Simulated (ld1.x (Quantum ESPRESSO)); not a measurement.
Scattering properties, TM potential for Zr

Zr (Z = 40), norm-conserving Troullier–Martins (Kleinman–Bylander form), made with ld1.x (Quantum ESPRESSO) 7.5 (PBE, scalar-relativistic). Core [Ar] 3d10, reference 4s2 4p6 4d2 5s1.75 5p0.25. Waves: 4s (bound): rc 1.30 bohr; 4p (bound): rc 1.85 bohr; 4d (bound): rc 2.10 bohr. Local part: all-electron potential smoothed inside 1.20 bohr (lloc = -1). Core correction: Bessel-smoothed model core, default radius (core density twice the valence density).

Occupied shells without a wave of their own: 5p, 5s. They enter only through the test configuration that unscreens the potential, and ld1.x also counts them in the model core charge.

The phase is arctan(r·u′/u) with u = r·R(r), unwrapped; energies in Ry, scanned from -6 to 5 Ry. A pole is an energy at which the radial function vanishes at the test radius. The pseudo phase is shifted by a multiple of π to meet the all-electron one at the reference energy, and phase errors are pseudo minus all-electron; the curves can meet again beyond the range given. Levels narrower than the energy grid can be missing from the lists of poles.

For each channel, where are the poles, and over which energies does the pseudopotential scatter like the atom?

```csv
channel,radius (bohr),reference energy (Ry),"poles, all-electron","poles, pseudo",unbroken range about the reference energy with phases within 0.05 rad,phase error 1 Ry above the reference energy (rad)
s,2.29,-4.03,-3.80,"-3.80, 0.52",below -0.9,-0.002
p,2.29,-2.41,-1.98,-1.98,below 1.0,-0.002
d,2.29,-0.28,0.96,0.96,below 3.9,-0.001
```

The potential misses its own reference levels by up to 0.8 eV. ld1.x takes every shell without a wave as core, so the model core holds the 5p, 5s electrons as well and exchange and correlation see them twice. This cancels in the reference configuration, but the file is broken for other ones, and its errors say nothing about a proper core correction.

Phases in the d channel:

```
E (Ry)  all-electron  pseudo
 -6.00         1.385   1.385
 -5.74         1.381   1.381
 -5.48         1.376   1.376
 -5.22         1.370   1.370
 -4.96         1.364   1.364
 -4.70         1.358   1.358
 -4.44         1.351   1.351
 -4.18         1.343   1.343
 -3.92         1.333   1.333
 -3.66         1.323   1.323
 -3.40         1.312   1.311
 -3.14         1.298   1.298
 -2.88         1.282   1.282
 -2.62         1.262   1.262
 -2.36         1.239   1.238
 -2.10         1.208   1.208
 -1.84         1.168   1.168
 -1.58         1.111   1.111
 -1.32         1.027   1.026
 -1.06         0.885   0.885
 -0.80         0.615   0.614
 -0.54         0.058   0.058
 -0.28        -0.675  -0.675
 -0.02        -1.114  -1.114
  0.24        -1.328  -1.329
  0.50        -1.449  -1.449
  0.76        -1.526  -1.527
  1.02        -1.582  -1.583
  1.28        -1.627  -1.628
  1.54        -1.665  -1.667
  1.80        -1.700  -1.702
  2.06        -1.734  -1.737
  2.32        -1.769  -1.773
  2.58        -1.807  -1.813
  2.84        -1.851  -1.859
  3.10        -1.904  -1.915
  3.36        -1.972  -1.988
  3.62        -2.063  -2.090
  3.88        -2.196  -2.242
  4.14        -2.402  -2.483
  4.40        -2.728  -2.868
  4.66        -3.188  -3.364
  4.92        -3.645  -3.790
```
